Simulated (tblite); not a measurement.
C6H14AsB.
Structure used (GFN2-xTB), in Å, numbered top down from 1:
```xyz
22
C6H14AsB angstrom
C      2.504   -1.335    0.371
B      1.483   -0.226   -0.104
C      1.984    1.197   -0.569
C     -0.039   -0.547   -0.011
C     -1.042    0.216   -0.874
C     -2.406    0.152   -0.196
C     -2.222    0.708    1.209
As    -0.532   -0.065    1.920
H      3.441   -0.934    0.752
H      2.075   -1.983    1.138
H      2.760   -1.981   -0.470
H      1.445    1.985   -0.038
H      3.047    1.362   -0.411
H      1.786    1.355   -1.629
H     -0.249   -1.620   -0.083
H     -1.080   -0.212   -1.879
H     -0.742    1.262   -0.965
H     -3.158    0.716   -0.755
H     -2.734   -0.890   -0.144
H     -2.111    1.796    1.167
H     -3.071    0.489    1.860
H     -1.150   -1.425    2.202
```

Computed with GFN2-xTB (tblite): harmonic, unscaled wavenumbers at the GFN2-xTB geometry, gas phase. Errors from tens to a few hundred cm⁻¹ against measured bands are possible. Modes of hydrogen on arsenic can be 10 to 20 % off. One conformer, not necessarily the lowest.

Harmonic wavenumbers (cm⁻¹): 29.7, 58.1, 67.5, 89.9, 98.0, 184.7, 256.0, 277.8, 339.0, 363.9, 417.8, 476.4, 531.3, 559.6, 664.8, 697.7, 714.0, 757.1, 817.5, 865.9, 876.3, 884.5, 908.7, 945.5, 978.6, 1025.5, 1036.2, 1070.7, 1095.5, 1135.7, 1166.4, 1200.4, 1218.2, 1250.7, 1280.4, 1322.1, 1337.8, 1380.1, 1387.8, 1456.7, 1484.5, 1485.6, 1491.0, 1493.5, 1496.7, 1500.8, 1810.1, 2904.2, 2921.8, 2941.1, 2950.6, 2955.1, 2961.7, 2969.6, 2975.0, 2978.2, 2996.9, 3005.6, 3029.2, 3036.7.

A = 1961, B = 1078, C = 843.8 MHz; mass 172.040 u (most abundant isotopes); point group C1, symmetry number 1.

Task: What is the zero-point energy?

Result: Half the sum of the wavenumbers: 40306 cm⁻¹ = 482.17 kJ/mol.

Task: What is S at 298.15 K and 1 bar for an ideal gas of classical rigid rotors and harmonic oscillators?

Result: Translation 173.06, rotation 123.76, vibration 147.45: S = 444.3 J/(mol K).

Task: And Cp and H(298.15 K) − H(0)?

Result: Cp = 174.30 J/(mol K), of which vibrations give 141.04 (their classical limit is 60 R = 498.9); H(298.15 K) − H(0) = 31.60 kJ/mol without the zero-point energy, 21.69 from vibrations.

Task: Blend soft modes into free rotors: weight 1/[1 + (100 cm⁻¹/ν̃)⁴] for the oscillator and the rest for a rotor with moment μB/(μ + B), μ = h/(8π²ν), B = 10⁻⁴⁴ kg m². What vibrational entropy results?

Result: 129.35 J/(mol K) in place of 147.45, which changes −T·S at 298.15 K by +5.40 kJ/mol.

Task: Which modes carry the vibrational entropy at 298.15 K?

Result: 29.7 cm⁻¹: 24.47; 58.1 cm⁻¹: 18.91; 67.5 cm⁻¹: 17.68; 89.9 cm⁻¹: 15.32; 98.0 cm⁻¹: 14.62; 184.7 cm⁻¹: 9.54 J/(mol K); the other 54 give 46.90 together.

Hindered rotation and anharmonicity are outside this model. Other conformers, if any are populated, would add a mixing term that is left out. The structure is chiral; the term R ln 2 for an equal mix with its mirror image is left out.
